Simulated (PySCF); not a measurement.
## Stretching MgGa⁻

Set-up: PySCF, no relativity, basis sets Mg aug-pcseg-1, Ga aug-pcseg-1. Energies in eV from Mg + Ga⁻ in their ground configurations at the same level. State: ³Σ⁻ (triplet), unpaired electrons π ↑↑.

```json
{"R (Å)": "2.354", "r²SCAN": "-0.860"}
{"R (Å)": "2.463", "r²SCAN": "-1.012"}
{"R (Å)": "2.573", "r²SCAN": "-1.088"}
{"R (Å)": "2.655", "r²SCAN": "-1.108"}
{"R (Å)": "2.737", "r²SCAN": "-1.105"}
{"R (Å)": "2.819", "r²SCAN": "-1.085"}
{"R (Å)": "2.929", "r²SCAN": "-1.040"}
{"R (Å)": "3.065", "r²SCAN": "-0.965"}
{"R (Å)": "3.230", "r²SCAN": "-0.862"}
{"R (Å)": "3.449", "r²SCAN": "-0.724"}
```

Put a parabola through the three lowest points of the r²SCAN curve and estimate Re, k and ωe (reduced mass 17.79 u; 1 eV/Å² = 0.16022 mdyn/Å; ωe = 1302.8·√(k/μ) cm⁻¹).

Through R = 2.573, 2.655, 2.737 Å the second-order coefficient is 1.71 eV/Å², so Re ≈ 2.685 Å, k ≈ 0.548 mdyn/Å and ωe ≈ 229 cm⁻¹. A polynomial fit of higher order to the unrounded r²SCAN energies gives Re = 2.683 Å, k = 0.490 mdyn/Å, ωe = 216 cm⁻¹; anharmonicity and rounding make the difference.

The higher-order fit for each curve: r²SCAN: Re = 2.683 Å, ωe = 216 cm⁻¹, De = 1.11 eV.

Spin–orbit coupling is left out. For an ion De counts to the pair picked by the measured ionisation energies or electron affinities, which need not be the lowest pair at this level. The highest Kohn–Sham level is positive in this anion. Much of that is self-interaction error, but it also means that the finite basis helps to hold the extra electron. The state was picked by a PBE0 search and need not be the measured ground state.
